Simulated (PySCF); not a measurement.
## Spinor energies of Ce⁺ (cerium, charge +1)

Start: [Xe] 4f1 5d2; 4f5/2 filled at m_j = +5/2; 5d3/2 filled at m_j = +1/2, +3/2. Calculated with PySCF 2.14 in x2c-SVPall-2c with one added diffuse shell each of s, p, d, f type (8s11p10d4f1g, 128 functions): generalised Hartree-Fock with the X2C-1e Hamiltonian and a Gaussian nucleus; one run each with spin-orbit coupling (SO) switched off, then screened by Boettger's factors.

| spinor shell | electrons | ε, spin-free (eV) | ε, screened SO (eV) | weight of nominal j (screened SO) | rms radius, screened SO (bohr) |
| --- | --- | --- | --- | --- | --- |
| 1s1/2 | 2 | -40646.0 | -40640.7 | 1.000 | 0.0281 |
| 2s1/2 | 2 | -6621.6 | -6620.1 | 1.000 | 0.114 |
| 2p1/2 | 2 | -5924.4 | -6237.2 | 1.000 | 0.0979 |
| 2p3/2 | 4 | -5924.4 | -5786.6 | 1.000 | 0.104 |
| 3s1/2 | 2 | -1475.7 | -1475.3 | 1.000 | 0.296 |
| 3p1/2 | 2 | -1248.9 | -1312.0 | 1.000 | 0.288 |
| 3p3/2 | 4 | -1248.9 | -1220.9 | 1.000 | 0.301 |
| 3d3/2 | 4 | -926.40 | -938.02 | 1.000 | 0.272 |
| 3d5/2 | 6 | -926.40 | -918.36 | 1.000 | 0.276 |
| 4s1/2 | 2 | -321.71 | -321.70 | 1.000 | 0.676 |
| 4p1/2 | 2 | -244.78 | -258.97 | 0.998 | 0.700 |
| 4p3/2 | 4 | -244.78 | -238.58 | 0.999 | 0.727 |
| 4d3/2 | 4 | -130.67 | -133.87 | 0.957 | 0.796 |
| 4d5/2 | 6 | -130.67 | -128.65 | 0.972 | 0.805 |
| 5s1/2 | 2 | -54.655 | -54.808 | 1.000 | 1.64 |
| 5p1/2 | 2 | -33.226 | -36.466 | 0.907 | 1.85 |
| 4f5/2 | 1 | -18.367 | -18.634 | 0.966 | 1.24 |
| 5d3/2 | 2 | -11.049 | -11.146 | 0.890 | 3.12 |

(1) Where does 5p3/2 lie, and what is the 5p spin-orbit splitting (screened SO)?

| quantity | spin-free | screened SO |
| --- | --- | --- |
| E (hartree) | -8854.11618 | -8857.96029 |
| M_J | 9/2 | 9/2 |
| ⟨J²⟩ | 27.779 | 25.405 |
| ⟨L²⟩ | 42.026 | 38.784 |
| ⟨S²⟩ | 3.753 | 3.131 |

The determinant has a definite M_J but mixes levels of different J.

Each row is a mean over spinors that exchange with the open shell spreads, by up to 6.387 eV (4d3/2).

Rows whose weight is well below 1 are mixtures of j = l ± 1/2: exchange outweighs spin-orbit coupling there, and the label is only the starting occupation.

Breit and QED terms are absent; they matter most for the inner s and p1/2 levels.

Densities and radii are taken from the X2C orbitals without a picture-change correction, which distorts them close to the nucleus.

Without spin-orbit coupling the j labels of p, d and f shells carry no meaning; the spin-free column gives the mean over the occupied spinors of each nl shell, and its ⟨J²⟩ belongs to a mixture of degenerate components.

Answers

(1) At -31.926 eV, 4.540 eV above 5p1/2.
